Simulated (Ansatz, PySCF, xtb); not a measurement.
Reaction (SMILES): COC(C)OC + 5 [H][H] (H2) -> 4 C (CH4) + 2 O (H2O)
Geometries: B3LYP-D3(BJ)/def2-TZVP minima from Ansatz (a quantum-chemistry and plane-wave program), one conformer each, not searched for the lowest. Frequencies are from Ansatz or PySCF.
Geometry of the first species:
SMILES: COC(C)OC
```xyz
16

C      0.1307    -1.8674    -0.1538
C     -0.2303    -0.4065     0.0098
O      0.8784     0.3645     0.4531
C      1.0594     0.3800     1.8524
O     -0.6328     0.0754    -1.2312
C     -1.1423     1.3992    -1.2040
H      0.4817    -2.2838     0.7907
H     -0.7384    -2.4366    -0.4836
H      0.9216    -1.9588    -0.8981
H     -1.0462    -0.2784     0.7445
H      1.3344    -0.6056     2.2461
H      0.1537     0.7211     2.3700
H      1.8701     1.0758     2.0615
H     -1.9849     1.4787    -0.5057
H     -1.4909     1.6214    -2.2106
H     -0.3711     2.1161    -0.9162
```
Charge 0, spin multiplicity 1.

Property: energy of full hydrogenation (enthalpy at 298 K, with B3LYP-D3(BJ) rigid-rotor harmonic-oscillator terms), in eV. Cores are frozen in the correlated levels unless marked. No spin-orbit coupling. No relativistic terms. Basis-set limits of correlation are two-point, X^-3; Hartree-Fock from the larger set.

```
level                                         program  energy of full hydrogenation (eV)
-------------------------------------  --------------  ---------------------------------
GFN1-xTB                                          xtb                              -4.64
B3LYP/def2-TZVPD                               Ansatz                              -4.24
BHLYP-D3(BJ)/def2-TZVPD                Ansatz + dftd3                              -4.13
CAM-B3LYP-D3(BJ)/def2-TZVPD            Ansatz + dftd3                              -4.01
MP2/6-31G*                                     Ansatz                              -2.92
SCS-MP2/6-31G*                                 Ansatz                              -3.07
SCS-MP2/cc-pVQZ                                Ansatz                              -4.10
CCSD(T)/cc-pVDZ                                Ansatz                              -3.69
CCSD(T) with core electrons/cc-pwCVTZ          Ansatz                              -3.98
CCSD(T)/CBS(cc-pVTZ,cc-pVQZ)                   Ansatz                              -4.08
```
